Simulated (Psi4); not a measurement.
C₄H₇O₂S (SMILES O=S1(=O)C[CH]CC1), doublet, geometry from GFN2-xTB. Base run: SVWN/cc-pVDZ (Psi4).

Here is a job for Psi4.
```
memory 2 GB

molecule mol {
0 2
O     0.091063    1.534203    1.189748
S     0.044243    0.737447   -0.007449
O     0.036815    1.430538   -1.267095
C     1.394214   -0.603253    0.017198
C     0.611816   -1.752905   -0.346620
C    -0.714422   -1.780786    0.333263
C    -1.382310   -0.432975    0.052708
H     2.200447   -0.336513   -0.654466
H     1.705996   -0.559750    1.059189
H     0.730226   -2.222745   -1.307283
H    -0.576255   -1.880285    1.414466
H    -1.332701   -2.607230   -0.015917
H    -1.851743   -0.392704   -0.924870
H    -2.062673   -0.098336    0.827538
}

set {
  basis cc-pvdz
  reference uks
}

energy('svwn')
print_variables()
```

The base run was repeated with changes; each row names its change, and settings that it needs were set with it.

```tsv
change	ΔE vs base (mEh)	SCF cycles	grid points	basis functions
base	0.000	12	293927	137
scf_type = cd	0.078	12	293927	137
diis_max_vecs = 15	0.000	12	293927	137
d_convergence = 1e-4	0.000	10	293927	137
dft_spherical_points = 590	0.004	12	573606	137
guess = sapgau	0.000	11	293927	137
puream = false	-15.739	12	293927	144
dft_nuclear_scheme = becke	-0.020	12	291749	137
basis_guess = sto-3g	0.000	10	293927	137
scf_initial_accelerator = ediis	0.000	12	293927	137
dft_spherical_points = 110	-0.421	12	107382	137
ints_tolerance = 1e-8	0.000	12	293927	137
dft_pruning_scheme = treutler	-0.431	12	159037	137
```

Open shells are given as the SCF converged; they aren't shown to be the lowest states, and a large step between rows can be another state.
